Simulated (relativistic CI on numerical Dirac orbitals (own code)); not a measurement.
**One change at a time: Tm LVIII**

Base calculation: Dirac-Coulomb-Breit CI, orbitals from a KLI potential per configuration, model QED (radiative potential, 1s self-energy scaled to tabulated hydrogen-like ionisation energies), unscaled Slater integrals.

CI space (outside the closed core [Ne]): 3s2, 3s 3p, 3p2, 3s 3d, 3d2, 3p 3d, 3p 4s, 3d 4s, 3s 4s, 3s 4p, 3s 4d, 3s 4f, 3s 5s, 3s 5p, 3s 5d, 4s2. Levels of other configurations are missing.

The lowest level and the first level of each name with at least 55 % of one term (blank where a level has no safe partner in the second run):

```
      Level  Base (eV)  Shift (eV)
   3s2 1S_0       0.00        0.00
3s 3p 3P°_0     124.69       +0.16
3s 3p 3P°_1     138.85       +0.16
   3p2 3P_0     299.32       +0.35
3s 3p 3P°_2     389.74       +0.16
3s 3p 1P°_1     424.63       +0.16
   3p2 1D_2     549.78       +0.28
   3p2 3P_1     551.36       +0.32
 3s 3d 3D_1     586.42       +0.07
 3s 3d 3D_2     597.15       +0.10
 3s 3d 3D_3     646.55       +0.07
 3s 3d 1D_2     663.05       +0.08
3p 3d 3F°_2     721.10       +0.31
   3p2 3P_2     824.01       +0.30
   3p2 1S_0     841.24       +0.32
3p 3d 3P°_0    1007.49       +0.28
3p 3d 3P°_1    1008.09       +0.27
3p 3d 3F°_4    1047.26       +0.25
3p 3d 3D°_3    1076.76       +0.23
3p 3d 1P°_1    1088.61       +0.23
   3d2 3F_2    1185.07       +0.31
   3d2 3P_0    1209.50       +0.35
```

At this charge energies of transitions that change n are usually good to better than 1 %, and those within a shell (Δn = 0) to a few per cent.

Problem. One thing was changed in a second run, which moved the levels as shown. Which?
A. Breit term removed
B. configuration mixing switched off
C. one mean potential for all configurations
D. QED terms removed

Solution. C. One mean potential for all configurations. One potential for all configurations removes the relaxation of the orbitals, which moves whole configurations and changes the integrals a little.

LS names give the leading component of a level, which can be under half, so a name can repeat, a term be missing and a line seem to break the LS rules.
